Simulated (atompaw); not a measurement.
Which change was made? (Cl, PAW (atompaw))

- Element: Cl
- Generator: atompaw 4.2.0.5
- Type: PAW
- Functional: PBE
- Relativity: scalar-relativistic
- Frozen core: [Ne]
- Valence charge: 7
- Reference configuration: 3s2 3p4.5 (charge +0.5)
- Partial waves: 3s (bound): rc 1.40 bohr; 3s channel at -1.05 Ry: rc 1.40 bohr; 3p (bound): rc 1.50 bohr; 3p channel at 0.05 Ry: rc 1.50 bohr; 3d channel at 0.4 Ry: rc 1.50 bohr; 3d channel at 2.7 Ry: rc 1.20 bohr
- Local potential: bessel scheme, radius 1.40 bohr
- Core correction: smooth core density matched at 1.10 bohr
- Augmentation charge: sinc compensation charge, radius 1.15 bohr; PAW radius 1.50 bohr; waves and projectors: custom polynom vanderbiltortho

Cutoffs, loose and tight: the cutoffs (Ry, on a coarse ladder) from which the occupation-weighted sum of valence levels, in a spherical-Bessel basis at the reference potential, stays within 10 and 1 mRy of its value at 400 Ry. They see the waves, projectors and local potential, not the compensation charge or the core.

The base gives: outcome: generated; cutoff, loose: 25 Ry; cutoff, tight: 35 Ry; bound ghosts: none.

Q: After one change the result is: outcome: generated; cutoff, loose: 35 Ry; cutoff, tight: 60 Ry; bound ghosts: none. Which change was it?
A. all radii scaled by about 0.77 (s 1.08, p 1.16, d 1.16 bohr); local potential bessel scheme, radius 1.08 bohr; augmentation sinc compensation charge, radius 0.88 bohr; PAW radius 1.16 bohr; waves and projectors: custom polynom vanderbiltortho; core correction smooth core density matched at 0.84 bohr
B. all radii scaled by about 0.88 (s 1.24, p 1.32, d 1.32 bohr); local potential bessel scheme, radius 1.24 bohr; augmentation sinc compensation charge, radius 1.02 bohr; PAW radius 1.32 bohr; waves and projectors: custom polynom vanderbiltortho; core correction smooth core density matched at 0.96 bohr
C. all radii scaled by about 1.28 (s 1.80, p 1.92, d 1.92 bohr); local potential bessel scheme, radius 1.80 bohr; augmentation sinc compensation charge, radius 1.48 bohr; PAW radius 1.92 bohr; waves and projectors: custom polynom vanderbiltortho; core correction smooth core density matched at 1.40 bohr
D. all radii scaled by about 1.07 (s 1.50, p 1.60, d 1.60 bohr); local potential bessel scheme, radius 1.50 bohr; augmentation sinc compensation charge, radius 1.22 bohr; PAW radius 1.60 bohr; waves and projectors: custom polynom vanderbiltortho; core correction smooth core density matched at 1.18 bohr

A: B. The others give: all radii scaled by about 0.77 (s 1.08, p 1.16, d 1.16 bohr); local potential bessel scheme, radius 1.08 bohr; augmentation sinc compensation charge, radius 0.88 bohr; PAW radius 1.16 bohr; waves and projectors: custom polynom vanderbiltortho; core correction smooth core density matched at 0.84 bohr → outcome: generated; cutoff, loose: 50 Ry; cutoff, tight: 90 Ry; bound ghosts: s, p | all radii scaled by about 1.07 (s 1.50, p 1.60, d 1.60 bohr); local potential bessel scheme, radius 1.50 bohr; augmentation sinc compensation charge, radius 1.22 bohr; PAW radius 1.60 bohr; waves and projectors: custom polynom vanderbiltortho; core correction smooth core density matched at 1.18 bohr → outcome: generated; cutoff, loose: 21 Ry; cutoff, tight: 30 Ry; bound ghosts: none | all radii scaled by about 1.28 (s 1.80, p 1.92, d 1.92 bohr); local potential bessel scheme, radius 1.80 bohr; augmentation sinc compensation charge, radius 1.48 bohr; PAW radius 1.92 bohr; waves and projectors: custom polynom vanderbiltortho; core correction smooth core density matched at 1.40 bohr → outcome: generated; cutoff, loose: 15 Ry; cutoff, tight: 21 Ry; bound ghosts: none.
